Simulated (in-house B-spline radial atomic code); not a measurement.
Ionisation energies with and without relativity, with size and susceptibility from the Dirac run. Dirac energy differences include first-order Breit, QED and recoil terms. NIST's values go from ground level to ground level; the uncertainty of those that are theory runs from under 0.1 % in few-electron ions to several per cent in heavy many-electron ones. Computed with a B-spline radial code for spherical atoms: non-relativistic Hartree-Fock and Dirac-Hartree-Fock, averages of the configuration (point nuclei without relativity, finite nuclei with it).

```csv
ion,configuration,configuration after,ionisation non-relativistic (eV),ionisation Dirac Breit and QED (eV),tabulated value (eV),tabulated kind,radius at density 0.001 (bohr),diamagnetic susceptibility (10⁻⁶ cm³/mol)
Cs2+,[Kr] 4d10 5s2 5p5,[Kr] 4d10 5s2 5p4,32.99,33.19,33.195,semi-empirical,3.821,-34.798
Ba2+,[Kr] 4d10 5s2 5p6,[Kr] 4d10 5s2 5p5,35.35,35.58,35.8438,measured,3.751,-35.088
La2+,[Xe] 5d1,[Kr] 4d10 5s2 5p6,?,?,?,measured,?,?
Ce2+,[Xe] 4f2,[Xe] 4f1,20.36,17.23,20.1974,semi-empirical,3.665,-34.229
Pr2+,[Xe] 4f3,[Xe] 4f2,21.26,18.02,21.6237,measured,3.621,-33.67
Nd2+,[Xe] 4f4,[Xe] 4f3,?,?,?,semi-empirical,?,?
Pm2+,[Xe] 4f5,[Xe] 4f4,22.73,19.23,22.44,semi-empirical,3.537,-32.531
```

Question: Fill in the row of La2+.

Answer: ionisation non-relativistic (eV): 18.68; ionisation Dirac Breit and QED (eV): 18.10; tabulated value (eV): 19.1773; radius at density 0.001 (bohr): 3.944; diamagnetic susceptibility (10⁻⁶ cm³/mol): -37.963.

Question: Fill in the row of Nd2+.

Answer: ionisation non-relativistic (eV): 22.05; ionisation Dirac Breit and QED (eV): 18.68; tabulated value (eV): 22.09; radius at density 0.001 (bohr): 3.578; diamagnetic susceptibility (10⁻⁶ cm³/mol): -33.099.
